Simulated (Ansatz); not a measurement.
# A basis-limit estimate, worked out

An elementary step of Si2H7ClO3F2, closed shell (Si₂H₄O₂F₂ ([OH][Si]([F])([F])[O][SiH3]) + HCl + H₂O → SiHClOF₂ ([OH][Si]([F])([F])[Cl]) + SiH₄O ([OH][SiH3]) + H₂O (still joined by a long Si–O bond); Si–O, H–Cl, H–O broken or loosened, Si–Cl, O–H, H–O formed or tightened). “Start” and “end” are the PBE0-D4/def2-TZVP structures reached by relaxing down either side of its saddle point, with the molecules still in contact.

Computed with Ansatz 0.2.0 (basis: def2-TZVPP and def2-QZVPP); correlated methods freeze the cores.

Energies in eV:

| quantity | end | start |
| --- | --- | --- |
| Hartree–Fock, triple zeta (X = 3) | -39876.23650 | -39877.39306 |
| Hartree–Fock, quadruple zeta (X = 4) | -39877.66506 | -39878.84234 |
| MP2 correlation, X = 3 | -46.27816 | -45.84641 |
| MP2 correlation, X = 4 | -50.39422 | -49.90842 |
| CCSD(T) correlation, X = 3 | -49.06339 | -48.66688 |

Task: Work out the step energy at the basis limit: extrapolate Hartree–Fock as E(X) = E∞ + A exp(−7.88 √X) and the MP2 correlation as E(X) = E∞ + B X^−2.97 (the exponents that Neese and Valeev fitted for def2-TZVPP and QZVPP), then add CCSD(T) − MP2 in triple zeta.

Result: Each step is linear, so take the differences first (end − start): Hartree–Fock 1.15656 (X = 3) and 1.17728 (X = 4); MP2 correlation -0.43175 and -0.48580; CCSD(T) correlation -0.39651.
Two points give E∞ = E(4) + w [E(4) − E(3)], with w = 1/(exp(7.88 (2 − √3)) − 1) = 0.1377 for Hartree–Fock and w = 1/((4/3)^2.97 − 1) = 0.7407 for the correlation.
Hartree–Fock: 1.17728 + 0.1377 × 0.02072 = 1.1801 eV.
MP2 correlation: -0.48580 + 0.7407 × (-0.05405) = -0.5258 eV.
CCSD(T) − MP2: -0.39651 − (-0.43175) = 0.0352 eV.
Sum: 1.1801 + (-0.5258) + 0.0352 = 0.6895 eV, or 15.90 kcal/mol. Plain CCSD(T) in triple zeta gives 0.7601 eV, so the larger basis shifts the result by -0.0706 eV.

No T1 diagnostic of these runs exceeds 0.012.

Hydrogen chloride, the by-product of chloride precursors, can attack films and sites by steps of this kind. Here a small cluster stands in for the surface site.

Labels in which every atom is bracketed show which atoms are joined, not bond orders.

For scale, one of the runs: CCSD(T)/def2-TZVPP, 379 basis functions, launched by `ansatz run in.yaml --threads 4 --pin off --events-out ev --progress --plain --max-ram 66560MiB --backend cuda --devices 0, --max-vram 37GiB`. Hardware: 4 CPU threads of an AMD EPYC 7R13 and a share of one NVIDIA H100, shared host. Wall time 26 s; peak host memory 0.92 GiB.
